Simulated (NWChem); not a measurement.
System: CH4O3Si; SMILES O=C(O)[SiH2]O

The following NWChem deck was run.

```
start job
memory heap 200 mb stack 900 mb global 1100 mb
geometry units angstroms
  O      1.347995    -0.955332     0.000000
  C      0.134579    -0.838748     0.000000
  O     -0.697263    -1.900780     0.000000
  Si    -0.666095     0.914137     0.000000
  O      0.664102     1.901056     0.000000
  H     -0.138253    -2.706327     0.000000
  H     -1.501980     1.078956     1.214005
  H     -1.501980     1.078956    -1.214005
  H      1.481913     1.372442     0.000000
end
basis spherical
  * library 6-31g*
end
dft
  xc hfexch
  iterations 150
end
driver
  maxiter 120
end
task dft optimize
task dft freq
```

Excerpt of the output:

```
             Northwest Computational Chemistry Package (NWChem) 7.3.0
             --------------------------------------------------------

 CS  symmetry detected

                             Geometry "geometry" -> ""
                             -------------------------

 Output coordinates in angstroms (scale by  1.889725989 to convert to a.u.)

  No.       Tag          Charge          X              Y              Z
 ---- ---------------- ---------- -------------- -------------- --------------
    1 O                    8.0000     1.35435193    -0.95633259     0.00000000
    2 C                    6.0000     0.13942986    -0.85666016     0.00000000
    3 O                    8.0000    -0.67753965    -1.93017490     0.00000000
    4 Si                  14.0000    -0.68558037     0.88490316     0.00000000
    5 O                    8.0000     0.63074196     1.89025320     0.00000000
    6 H                    1.0000    -0.10736434    -2.72785797     0.00000000
    7 H                    1.0000    -1.52367986     1.03806411     1.21400500
    8 H                    1.0000    -1.52367986     1.03806411    -1.21400500
    9 H                    1.0000     1.45583609     1.37308081     0.00000000

 Effective nuclear repulsion energy (a.u.)     229.0505435858

      Symmetry information
      --------------------

 Group name             Cs
 Group number              2
 Group order               2
 No. of unique centers     8

                                Z-matrix (autoz)
                                --------

 Units are Angstrom for bonds and degrees for angles

      Type          Name      I     J     K     L     M      Value
      ----------- --------  ----- ----- ----- ----- ----- ----------
    1 Stretch                  1     2                       1.21900
    2 Stretch                  2     3                       1.34903
    3 Stretch                  2     4                       1.92709
    4 Stretch                  3     6                       0.98051
    5 Stretch                  4     5                       1.65633
    6 Stretch                  4     7                       1.48313
    7 Stretch                  4     8                       1.48313
    8 Stretch                  5     9                       0.97378
    9 Bend                     1     2     3               122.58192
   10 Bend                     1     2     4               120.03782
   11 Bend                     2     3     6               107.17125
   12 Bend                     2     4     5               102.02326
   13 Bend                     2     4     7               109.58757
   14 Bend                     2     4     8               109.58757
   15 Bend                     3     2     4               117.38026
   16 Bend                     4     5     9               110.54932
   17 Bend                     5     4     7               112.73107
   18 Bend                     5     4     8               112.73107
   19 Bend                     7     4     8               109.87823
   20 Torsion                  1     2     3     6           0.00000
   21 Torsion                  1     2     4     5           0.00000
   22 Torsion                  1     2     4     7        -119.67813
   23 Torsion                  1     2     4     8         119.67813
   24 Torsion                  2     4     5     9           0.00000
   25 Torsion                  3     2     4     5         180.00000
   26 Torsion                  3     2     4     7          60.32187
   27 Torsion                  3     2     4     8         -60.32187
   28 Torsion                  4     2     3     6         180.00000
   29 Torsion                  7     4     5     9         117.44256
   30 Torsion                  8     4     5     9        -117.44256

  xc_inp: hfexch multiplicative factor not found.

                           NWChem Geometry Optimization
                           ----------------------------

 maximum gradient threshold         (gmax) =   0.000450
 rms gradient threshold             (grms) =   0.000300
 maximum cartesian step threshold   (xmax) =   0.001800
 rms cartesian step threshold       (xrms) =   0.001200
 fixed trust radius                (trust) =   0.300000
 source of zmatrix                         =   autoz

          -------------------
          Energy Minimization
          -------------------

 Using diagonal initial Hessian
 Scaling for Hessian diagonals: bonds = 1.00  angles = 0.25  torsions = 0.10

          --------
          Step   0

                                 NWChem DFT Module
                                 -----------------

 Summary of "ao basis" -> "ao basis" (spherical)
 ------------------------------------------------------------------------------
       Tag                 Description            Shells   Functions and Types
 ---------------- ------------------------------  ------  ---------------------
 O                           6-31g*                  6       14   3s2p1d
 C                           6-31g*                  6       14   3s2p1d
 Si                          6-31g*                  8       18   4s3p1d
 H                           6-31g*                  2        2   2s

      Symmetry analysis of basis
      --------------------------

        a'         59
        a"         23

            General Information
            -------------------
          SCF calculation type: DFT
          Wavefunction type:  closed shell.
          No. of atoms     :     9
          No. of electrons :    48
           Alpha electrons :    24
            Beta electrons :    24
          Charge           :     0
          Spin multiplicity:     1
          Use of symmetry is: on ; symmetry adaption is: on
          Maximum number of iterations: 150
          AO basis - number of functions:    82
                     number of shells:    40
          Convergence on energy requested:  1.00D-06
          Convergence on density requested:  1.00D-05
          Convergence on gradient requested:  5.00D-04

[...]

      ----------------------
      Optimization converged
      ----------------------

  Step       Energy      Delta E   Gmax     Grms     Xrms     Xmax
  ---- ---------------- -------- -------- -------- -------- --------
@    7    -553.74425096 -4.1D-08  0.00002  0.00001  0.00046  0.00124
                                     ok       ok       ok       ok

                                Z-matrix (autoz)
                                --------

 Units are Angstrom for bonds and degrees for angles

[...]

 Rotational Constants
 --------------------
 A=   0.263322 cm-1  (  0.378853 K)
 B=   0.095188 cm-1  (  0.136952 K)
 C=   0.071654 cm-1  (  0.103091 K)

 Temperature                      =   298.15K
 frequency scaling parameter      =   1.0000

 Zero-Point correction to Energy  =   37.784 kcal/mol  (  0.060213 au)
 Thermal correction to Energy     =   41.630 kcal/mol  (  0.066342 au)
 Thermal correction to Enthalpy   =   42.222 kcal/mol  (  0.067286 au)

 Total Entropy                    =   78.504 cal/mol-K
   - Translational                =   39.452 cal/mol-K (mol. weight =  91.9930)
   - Rotational                   =   26.287 cal/mol-K (symmetry #  =        1)
   - Vibrational                  =   12.765 cal/mol-K

 Cv (constant volume heat capacity) =   20.501 cal/mol-K
   - Translational                  =    2.979 cal/mol-K
   - Rotational                     =    2.979 cal/mol-K
   - Vibrational                    =   14.542 cal/mol-K

[normal modes left out]

 ----------------------------------------------------------------------------
 Normal Eigenvalue ||           Projected Infra Red Intensities
  Mode   [cm**-1]  || [atomic units] [(debye/angs)**2] [(KM/mol)] [arbitrary]
 ------ ---------- || -------------- ----------------- ---------- -----------
    1       -0.000 ||    0.000007           0.000         0.007       0.001
    2       -0.000 ||    0.000055           0.001         0.053       0.005
    3       -0.000 ||    0.000203           0.005         0.197       0.020
    4       -0.000 ||    0.000846           0.020         0.825       0.084
    5        0.000 ||    0.000231           0.005         0.226       0.023
    6        0.000 ||    0.000034           0.001         0.033       0.003
    7       53.475 ||    0.001232           0.028         1.201       0.123
    8      167.983 ||    0.009103           0.210         8.874       0.906
    9      311.359 ||    0.111192           2.565       108.396      11.070
   10      338.940 ||    0.021198           0.489        20.665       2.110
   11      416.581 ||    0.023965           0.553        23.362       2.386
   12      475.808 ||    0.050470           1.164        49.200       5.025
   13      679.529 ||    0.265818           6.133       259.132      26.464
   14      761.419 ||    0.070934           1.637        69.150       7.062
   15      785.194 ||    0.022881           0.528        22.305       2.278
   16      820.519 ||    0.009633           0.222         9.391       0.959
   17      881.057 ||    0.071328           1.646        69.534       7.101
   18      970.159 ||    0.108754           2.509       106.019      10.827
   19     1030.740 ||    0.579619          13.372       565.041      57.705
   20     1080.580 ||    0.168590           3.890       164.350      16.784
   21     1312.322 ||    0.202480           4.671       197.388      20.158
   22     1462.205 ||    0.034219           0.789        33.359       3.407
   23     1973.995 ||    0.341500           7.879       332.911      33.999
   24     2427.351 ||    0.231142           5.333       225.328      23.012
   25     2432.886 ||    0.130783           3.017       127.494      13.020
   26     3989.229 ||    0.101473           2.341        98.921      10.102
   27     4071.626 ||    0.154308           3.560       150.428      15.363
 ----------------------------------------------------------------------------
```

Level: Hartree-Fock/6-31G* (spherical d).
